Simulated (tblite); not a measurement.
Species: C5H3ClFN2 (doublet state).
Numbering: `[CH2:1][c:2]1[n:3][cH:4][n:5][c:6]([F:7])[c:8]1[Cl:9]` (hydrogens: H10, H11 on C1; H12 on C4)

Computed geometry: GFN2-xTB, gas phase. This method treats the open shell by occupation alone, without spin polarisation.

Q: What internal coordinates does the optimisation give?

A: 
```
  bond  length (Å)     order
 C1–C2       1.374    single
 C2–N3       1.365  aromatic
 N3–C4       1.296  aromatic
 C4–N5       1.338  aromatic
 N5–C6       1.311  aromatic
 C6–F7       1.333    single
 C6–C8       1.392  aromatic
C8–Cl9       1.708    single
 C2–C8       1.436  aromatic
C1–H10       1.074    single
C1–H11       1.074    single
C4–H12       1.081    single
```

Orders are formal, as drawn. A selection of angles:
```
     angle  degrees
 C2–C1–H10    119.1
 C2–C1–H11    121.5
H10–C1–H11    119.4
  C1–C2–N3    118.3
  C1–C2–C8    123.5
  N3–C2–C8    118.2
  C2–N3–C4    119.0
  N3–C4–N5    126.8
 N3–C4–H12    117.5
 N5–C4–H12    115.7
  C4–N5–C6    116.1
  N5–C6–F7    116.6
  N5–C6–C8    123.8
  F7–C6–C8    119.6
 C6–C8–Cl9    121.4
  C2–C8–C6    116.2
 C2–C8–Cl9    122.5
```

C6 (carbon bonded to C, F and N) is planar (angles 123.8°, 119.6° and 116.6°, sum 360.0°, 0.00 Å off the plane of its three neighbours). N5 (nitrogen bonded to 2 C) is bent (angle 116.1°). C1 (carbon bonded to C and 2 H) is planar (angles 121.5°, 119.4° and 119.1°, sum 360.0°, 0.00 Å off the plane of its three neighbours). C4 (carbon bonded to 2 N and H) is planar (angles 126.8°, 117.5° and 115.7°, sum 360.0°, 0.00 Å off the plane of its three neighbours). The C–C distances run from 1.374 Å (C1–C2, drawn single) to 1.436 Å (C2–C8, aromatic), a spread of 0.062 Å. The 6-membered ring C2–N3–C4–N5–C6–C8 has internal angles of 116.1° to 126.8° (sum 720°, against 720° for a flat polygon); it is planar, 0.00 Å rms from its mean plane, widest ring torsion 0°. Of the pairs four or more bonds apart, Cl9···H11 is among the closest relative to their van der Waals radii: 2.74 Å, 93 % of the sum of Bondi's values.

Point group: Cs (every atom within 0.08 Å of its image). Its GFN2-xTB frequencies are all real (lowest 80 cm⁻¹). Torsions: H–C1–C2–N3 0° and 180°.

Time: 0.4 s wall. Hardware: Arm Neoverse N1, one thread (shared host). That covers the optimisation of the geometry.
